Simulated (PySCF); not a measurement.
**Question.** Give a PBE0-D3(BJ)/def2-SVP geometry of `CN(C)C(=O)C#CB(O)O`.

**Answer.** 
```
atom  x, y, z in Å
C1    -3.033   -0.752    0.044
N2    -1.683   -0.256   -0.041
C3    -1.489    1.003   -0.710
C4    -0.679   -1.001    0.508
O5    -0.851   -2.067    1.070
C6     0.668   -0.444    0.388
C7     1.826   -0.070    0.337
B8     3.306    0.374    0.321
O9     3.722    1.258   -0.614
O10    4.194   -0.106    1.232
H11   -3.019   -1.711    0.574
H12   -3.676   -0.042    0.591
H13   -3.458   -0.897   -0.963
H14   -2.040    1.809   -0.197
H15   -0.424    1.264   -0.726
H16   -1.851    0.951   -1.751
H17    4.664    1.444   -0.523
H18    3.802   -0.741    1.840
```

Any rigid rotation of these coordinates is as good. Atoms count from 1 in this order. O9 (boron-bound oxygen) is bent (angle 111.2°). Of the pairs four or more bonds apart, C6···H15 is among the closest relative to their van der Waals radii: 2.31 Å, 80 % of the sum of Bondi's values. B8 (three-coordinate boron) is planar (angles 121.2°, 119.5° and 119.3°, sum 360.0°, 0.00 Å off the plane of its three neighbours). N2 (amide nitrogen) is planar (angles 124.4°, 118.6° and 117.0°, sum 360.0°, 0.00 Å off the plane of its three neighbours).

Bonds between heavy atoms (Å): C1–N2 1.440, N2–C3 1.439, N2–C4 1.365, C4=O5 1.218, C4–C6 1.462, C6≡C7 1.218, C7–B8 1.545, B8–O9 1.353, B8–O10 1.360.

Method used: PBE0-D3(BJ)/def2-SVP geometry optimisation, gas phase in PySCF.

Point group: C1 (no symmetry element, even within 0.4 Å). Whether it is a minimum is left open (no frequencies). One conformer, not necessarily the lowest (C1–N2–C4–O5 0°, C7–B8–O9–H -179°, C7–B8–O10–H 1°).

On one thread of an Arm Neoverse V2 (shared host), this took 2.6 min wall and 0.73 GiB of memory at its peak. This is the geometry optimisation.
